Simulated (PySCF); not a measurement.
Computed shifts of a molecule C2H9FSi3, PBE0/pcSseg-1 (PySCF), GIAO, gas phase, atoms alike by connectivity averaged where their shifts nearly agree, in ppm (number of nuclei): ¹⁹F: -235.3 (1). ²⁹Si: 50.3 (1), -37.6 (1), -57.2 (1). ¹³C: 29.4 (1), 4.6 (1). ¹H: 6.59 (1), 4.95 (1), 4.54 (1), 4.33 (3), 2.14 (1), 1.61 (1), 1.38 (1). References: ¹⁹F against CFCl3 (σ = 167.2 ppm); ²⁹Si against TMS (σ = 352.7 ppm); ¹³C against TMS (σ = 186.3 ppm); ¹H against TMS (σ = 31.56 ppm), references at their B3LYP-D3(BJ)/def2-TZVP geometries, non-relativistic. Geometry optimised at PBE0-D3(BJ)/def2-SVP. Other conformers were not sampled.

Problem. Which molecule gave these data?
(A) FC([SiH3])=C([SiH3])[SiH3]
(B) F[C@]1([SiH3])C[SiH2][SiH2]1
(C) F[SiH2][Si@H]1CC[SiH2]1
(D) F[Si@@H]1C[C@@H]([SiH3])[SiH2]1

Solution. D, F[Si@@H]1C[C@@H]([SiH3])[SiH2]1
